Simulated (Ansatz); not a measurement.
CH7NSSi2, SMILES `C1N[SiH2]S[SiH2]1`, relaxed with RKS PBE-D4/def2-SVP in Ansatz 0.2.0 from a rough embedded geometry. The force threshold is 0.03 eV/Å; the program also tests the step.

The species carries charge 0 and has multiplicity 1.

Start:

```xyz
12

C    -0.443    0.867    0.804
N     0.308   -0.358    1.151
Si    0.371   -1.654    0.023
S     0.728   -0.726   -1.769
Si   -0.247    1.091   -1.117
H    -0.022    1.713    1.278
H    -1.493    0.748    1.019
H     1.242   -0.146    1.346
H     1.468   -2.619    0.462
H    -0.974   -2.305    0.008
H     0.623    2.251   -1.435
H    -1.561    1.138   -1.771
```

```csv
step,energy (eV),largest force (eV/Å),largest move (Å)
1,-29206.7677,2.696,0.000
2,-29207.2016,0.766,0.177
3,-29207.2386,0.228,0.049
4,-29207.2473,0.185,0.034
5,-29207.2659,0.239,0.199
6 (rejected),-29207.1083,1.328,0.200
7,-29207.2789,0.064,0.100
8,-29207.2848,0.062,0.098
9,-29207.2867,0.097,0.083
10,-29207.2883,0.083,0.046
11,-29207.2900,0.027,0.038
12,-29207.2901,0.030,0.036
13,-29207.2904,0.009,0.007
```

End:

```xyz
12

C    -0.511    0.801    0.728
N     0.343   -0.311    1.169
Si    0.376   -1.696    0.088
S     0.125   -0.873   -1.927
Si   -0.215    1.125   -1.151
H    -0.326    1.709    1.339
H    -1.583    0.543    0.878
H     1.270    0.005    1.471
H     1.678   -2.421    0.277
H    -0.768   -2.632    0.348
H     0.997    1.997   -1.361
H    -1.386    1.752   -1.858
```

It took 21 s on 4 threads of an Arm Neoverse V1 on a shared host, with 0.17 GiB of host memory at the peak.
